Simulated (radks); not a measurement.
Al-, 14 electrons, occupied as [Ne] 3s2 3p2. All-electron calculation, non-relativistic Kohn-Sham, LDA (Slater exchange, VWN5 correlation), spin-polarised, spherical densities, point nucleus; open shells are filled with parallel spins first; hard spherical wall at 3 bohr. Program: a radial shooting solver on a logarithmic mesh with Libxc functionals.

Unscreened Slater integrals over Kohn-Sham orbitals (cm^-1). They are taken over the spin-up orbitals. Empty in this configuration: 3d.

F0(3p,3p): 112560
F2(3p,3p): 61714
F0(3p,3s): 112780
G1(3p,3s): 78681
F0(3p,2p): 146360
F2(3p,2p): 34465
G0(3p,2p): 17585
G2(3p,2p): 17071
F0(3p,2s): 144760
G1(3p,2s): 14152
F0(3p,3d): 110820
F2(3p,3d): 62692
G1(3p,3d): 72430
G3(3p,3d): 50334
F0(3s,3s): 113270
F0(3s,2p): 143610
G1(3s,2p): 15002
F0(3s,2s): 142870
G0(3s,2s): 11725
F0(3s,3d): 111630
G2(3s,3d): 61585
F0(2p,2p): 326390
F2(2p,2p): 147370
F0(2p,2s): 317050
G1(2p,2s): 189300
F0(2p,3d): 133000
F2(2p,3d): 27622
G1(2p,3d): 19193
G3(2p,3d): 10816
F0(2s,2s): 311690
F0(2s,3d): 133210
G2(2s,3d): 13263
F0(3d,3d): 110900
F2(3d,3d): 66057
F4(3d,3d): 45766

Derived for the open shells (J is the average intra-shell exchange parameter used in DFT+U). 3p: J = F2/5 = 12340 cm^-1; in LS coupling 1D lies 6 F2/25 = 14810 cm^-1 above 3P.
